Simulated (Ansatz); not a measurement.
A made-up structure of CH3ISi, singlet:

```
6
angstrom
Si -0.7403 0.2451 -0.6352
C 0.5933 0.0079 0.7102
I 2.1000 -1.7536 0.7597
H -0.9218 -0.8121 -1.8911
H -1.7715 1.5384 -0.5825
H 0.7403 0.7743 1.6389
```

It is relaxed with PBE-D4/def2-SVP and then PBE0-D4/def2-TZVP (Ansatz 0.2.0). Atoms count as bonded within 1.22 times the sum of their covalent radii (H–H: 0.88 Å). The end point is not checked to be a true minimum.

Does its bonding change? (A judgement: the text doesn't fix the answer.)

Computed: No: no bond forms or breaks.

Where it ends: The first stage lowers the energy by 1.22 eV in 6 steps. It ends as CH₃ISi ([SiH2][CH][I]):
Si1  (-0.661, 0.219, -0.567)
C2  (0.530, 0.007, 0.634)
I3  (1.875, -1.566, 0.678)
H4  (-0.823, -0.725, -1.689)
H5  (-1.581, 1.374, -0.520)
H6  (0.661, 0.692, 1.463)
(Å)

Labels in which every atom is bracketed show which atoms are joined, not bond orders.

For scale, one of the runs: PBE0-D4/def2-TZVP relaxation, 136 basis functions, launched by `ansatz run in.yaml --threads 2 --pin off --events-out ev --progress --plain --max-ram 4352MiB`. The run took about 14 s on 2 CPU threads of an Intel Xeon Platinum 8223CL (shared host).
